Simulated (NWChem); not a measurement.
Molecule: GaPH4; SMILES [PH2][GaH2]

```xyz
6

Ga    -0.0133     0.7621     0.0000
H     -0.0607     1.5272    -1.3700
H     -0.0607     1.5272     1.3700
P     -0.0794    -1.5491     0.0000
H      0.8627    -1.7211    -1.0577
H      0.8627    -1.7211     1.0577
```
Atoms are numbered in this order, from 1.

Program: NWChem. Pople sets run with spherical d functions. Structure relaxed at the PBE0/def2-SVP level. B3LYP is NWChem's, with the RPA form of VWN correlation. Vertical excitations in the gas phase; the lowest state need not have the same character in each row.

```csv
level,"lowest excitation, singlet (eV)",oscillator strength of that lowest state,orbital gap (eV)
"PBE/6-31G*, TDA",4.10,0.038,3.68
"B3LYP/6-31G*, TDA",…,0.034,…
"Hartree-Fock/6-31G*, CIS",5.27,0.034,10.47
"LRC-wPBEh/6-31G*, TDA",4.62,0.033,8.87
```

**Question.** Some entries are withheld; supply them.

**Answer.** 
- B3LYP/6-31G*, TDA, lowest excitation, singlet (eV): 4.26
- B3LYP/6-31G*, TDA, orbital gap (eV): 4.99
